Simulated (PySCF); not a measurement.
Isomers of C3H3F. Gas-phase values, no solvent. Strings in code marks are SMILES.

Computed with PBE0-D3(BJ)/def2-TZVP run with PySCF 2.14.0. All candidates: neutral, multiplicity 1. Delta-SCF ions had no search for a lower state. 

* **vertical ionisation energy (Delta-SCF)**: 10.68 eV
* **HOMO**: -8.19 eV
* **HOMO–LUMO gap**: 8.26 eV

Task: Say which member has these values.
(A) `C=C=CF`
(B) `CC#CF`
(C) `FC1=CC1`
(D) `C#CCF`

Result: D, `C#CCF`. The others give `FC1=CC1`: 9.77 eV, -7.30 eV, 7.81 eV; `C=C=CF`: 9.84 eV, -7.49 eV, 6.84 eV; `CC#CF`: 10.17 eV, -7.63 eV, 8.96 eV
